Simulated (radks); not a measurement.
Mn II, configuration [Ar] 3d4.75 4s1.25 (fractional occupations, a model configuration).

All-electron calculation, scalar-relativistic Kohn-Sham, PBE, spin-unpolarised, spherical densities, finite nucleus; Fermi nuclear charge, rms radius 3.7057 fm. Program: a radial shooting solver on a logarithmic mesh with Libxc functionals.

Energy parts (Ry):
total: -2315.90300
kinetic: 2341.49659
electron-nucleus: -5511.88064
Hartree: 957.83155
exchange-correlation: -103.35050

Orbitals (lengths in bohr, moments of r in powers of bohr; <r^-3> diverges for s and p1/2; r(90%) holds 90 % of the orbital's charge):
orbital  occ.  eigenvalue (Ry)       <r^4>  r(90%)  <r^-3>     <r^2>
1s          2        -473.2808  0.00006401   0.109       -  0.004988
2s          2        -55.40084     0.01488   0.433       -   0.09222
2p          6        -47.03974     0.01150   0.405   418.4   0.07510
3s          2         -7.02521       1.130    1.27       -    0.8345
3p          6         -4.72298       1.614    1.39   51.50    0.9584
3d       4.75         -1.18628       8.200    2.02   4.215     1.767
4s       1.25         -0.90319       122.6    4.13       -     8.764

The highest occupied level is 4s at -12.289 eV. The electron density at the nucleus is 1.326e+04 e/bohr^3 (large components only). The density falls to 0.001 e/bohr^3 at r = 4.02 bohr. Summed over all electrons, <r^2> = 27.42 bohr^2, which gives a Langevin (diamagnetic) susceptibility term of -21.7 x 10^-6 cm^3/mol.
